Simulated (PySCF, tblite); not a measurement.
Isomers of C5H9N3Si. Method: GFN2-xTB as coded in tblite; computed harmonic values from a numerical Hessian at the method's own geometry, unscaled. Against measured fundamentals such values can be off by several per cent, at times by over 20. Modes of hydrogen on silicon can be 10 to 20 % off. One conformer each.

Electronic energies: PBE0/pcSseg-1 single points on the GFN2-xTB geometries (PySCF, gas phase).

```csv
SMILES,"electronic energy, lowest = 0 (kJ/mol)"
C=Cn1nnc(C)c1[SiH3],55.0
[SiH3]n1nncc1C1CC1,43.6
CN(C)[Si@H]1CC(C#N)=N1,0.0
```

Problem. How do GFN2-xTB zero-point energies change the relative energies?

Solution. 
```csv
SMILES,ZPE (kJ/mol),of it from modes above 1550 cm⁻¹,electronic (kJ/mol),"with ZPE, lowest = 0 (kJ/mol)",lowest mode (cm⁻¹),rings
CN(C)[Si@H]1CC(C#N)=N1,354.0,179.9,0.0,0.0,24,1
[SiH3]n1nncc1C1CC1,349.1,152.8,43.6,38.7,42,2
C=Cn1nnc(C)c1[SiH3],342.6,161.1,55.0,43.6,55,1
```

The zero-point energies span 11.4 kJ/mol, from `C=Cn1nnc(C)c1[SiH3]` to `CN(C)[Si@H]1CC(C#N)=N1`. The order is unchanged.

Problem. And how do the electronic energies of GFN2-xTB itself compare?

Solution. `CN(C)[Si@H]1CC(C#N)=N1` 139.1; `[SiH3]n1nncc1C1CC1` 0.0; `C=Cn1nnc(C)c1[SiH3]` 68.4 kJ/mol, lowest = 0. Against the energies above, taken from the same isomer `CN(C)[Si@H]1CC(C#N)=N1`, the largest difference is 182.7 kJ/mol.
